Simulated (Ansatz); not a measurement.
A CCSD(T) single point on C₂H₄FNSi, SMILES `FC1=N[SiH2]C1`.

```yaml
crystal:
  periodic: [false, false, false]
  atoms:
    - {symbol: F, position_ang: [1.531090, -1.747784, 0.691667]}
    - {symbol: C, position_ang: [0.840575, -0.760029, 0.133343]}
    - {symbol: N, position_ang: [1.197753, -0.177164, -0.931596]}
    - {symbol: Si, position_ang: [-0.261065, 0.832500, -0.778196]}
    - {symbol: C, position_ang: [-0.438098, -0.267512, 0.753784]}
    - {symbol: H, position_ang: [0.008925, 2.271886, -0.551487]}
    - {symbol: H, position_ang: [-1.253122, 0.647615, -1.863437]}
    - {symbol: H, position_ang: [-1.230165, -1.016367, 0.785144]}
    - {symbol: H, position_ang: [-0.307493, 0.170655, 1.743779]}
basis:
  gaussian: {orbitals: def2-SVP}
correlation: {method: ccsd_t}
```

```sh
$ ansatz run in.yaml --threads 2 --pin off --events-out ev --progress --plain --max-ram 4352MiB
```

Output of Ansatz, abridged:

```
Functional definition: HF
936 factors; integrals over basis functions are off by at most 1.2e-3 eV
mean field evaluation 1: about -14162.2853 eV, gradient 3.8e1 eV
mean field evaluation 2: about -14162.3678 eV, gradient 3.8e1 eV
mean field evaluation 4: about -14165.8785 eV, gradient 4.1e0 eV
mean field evaluation 8: about -14165.9525 eV, gradient 4.2e-1 eV
mean field evaluation 16: about -14165.7862 eV, gradient 4.1e0 eV
mean field -14165.95405293 eV, -520.5892094168 hartree, gradient 9.7e-6 eV, S^2 0.000000; 0 other end points of the search recorded, 0 dependent functions left out
9 core orbitals not correlated: weight in the atoms' cores, before any rotation towards them, 1.000 or more for the frozen orbitals, at most 0.000 for the correlated occupied ones
reference -14165.95405293 eV, -520.5892094168 hartree; 14, 14 occupied and 71, 71 virtual orbitals, 936 factors
second order -19.04208998 eV of doubles, -0.00000000 eV of singles
cycle   1  -19.34689830 eV  change   -3.0e-1 eV  update   1.1e-1
cycle   2  -19.87370035 eV  change   -5.3e-1 eV  update   3.2e-2
cycle   3  -20.00478011 eV  change   -1.3e-1 eV  update   1.7e-2
cycle   4  -20.00097202 eV  change    3.8e-3 eV  update   4.1e-3
cycle   5  -19.99956155 eV  change    1.4e-3 eV  update   1.8e-3
cycle   6  -20.00011780 eV  change   -5.6e-4 eV  update   5.2e-4
cycle   7  -19.99993355 eV  change    1.8e-4 eV  update   1.9e-4
cycle   8  -19.99985834 eV  change    7.5e-5 eV  update   6.3e-5
cycle   9  -19.99986616 eV  change   -7.8e-6 eV  update   2.6e-5
perturbative correction -0.65098114 eV, -0.0239231157 hartree
Total energy: -14186.60490024 eV, -521.3481140575 hartree
```

Run time 5.5 s (2 threads of an Arm Neoverse V1 on a shared host); peak host memory 0.43 GiB.

MP2 recovers 92.2 % of the CCSD(T) correlation energy and the triples give 3.2 %; T1 = 0.0132.
